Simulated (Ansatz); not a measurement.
Basis-set series for GaH3NO, SMILES `[NH2][Ga][OH]` radical. Charge 0, multiplicity 2. Geometry: relaxed with PBE0-D4/def2-TZVP. It is one conformer, not always the lowest.

| functional | basis | functions | energy (Eh) | HOMO (eV) | LUMO (eV) |
| --- | --- | --- | --- | --- | --- |
| PBE0-D4 | def2-TZVPP | 152 | -2056.31136 | -6.12 | -2.79 |
| PBE0-D4 | def2-QZVPP | 293 | -2056.36376 | -6.17 | -2.86 |
| ωB97M-V | def2-TZVPP | 152 | -2056.55666 | -8.18 | -1.09 |
| ωB97M-V | def2-QZVPP | 293 | -2056.60736 | -8.25 | -1.24 |

(1) Give the rows for def2-SVP. (Best estimate.)

## Answers

(1) Ansatz gave: 
```tsv
functional	basis	functions	energy (Eh)	HOMO (eV)	LUMO (eV)
PBE0-D4	def2-SVP	75	-2055.89603	-5.97	-2.66
ωB97M-V	def2-SVP	75	-2056.13813	-8.03	-0.99
```

HOMO and LUMO are taken over both spins. Scalar relativity is left out up to krypton.
